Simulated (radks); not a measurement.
Q: These are the eigenvalues of the occupied orbitals of an atom or ion with whole-number occupations (eV). All-electron calculation, scalar-relativistic Kohn-Sham, LDA (Slater exchange, Perdew-Wang correlation), spin-polarised, spherical densities, finite nucleus; Fermi nuclear charge, rms radius of each element as measured or else 0.836 A^(1/3) + 0.57 fm. Program: a radial shooting solver on a logarithmic mesh with Libxc functionals.

orbital  eigenvalue
1s up     -21960.09
1s down   -21960.08
2s up     -3203.858
2s down   -3203.155
2p up     -2876.966
2p down   -2876.415
3s up     -606.8854
3s down   -606.3857
3p up     -499.5047
3p down   -498.9602
3d up     -326.2490
3d down   -325.5218
4s up     -128.3627
4s down   -125.2447
4p up      -97.8033
4p down    -94.5616
4d up      -53.3830

Which element is it, and in what charge state? The configuration may be excited. Open shells, if any, are filled with parallel spins first.

A: Z = 44, ruthenium, charge +4: Ru4+ in [Kr] 4d4. The list shows which subshells hold electrons but not how many an open one holds; the 1s level, -807.02 hartree, gives Z - s = 40.2 by -(Z - s)^2/2, which with screening and relativity narrows Z to a few neighbours, and the depths of the outer levels then fix element, charge and occupations together.
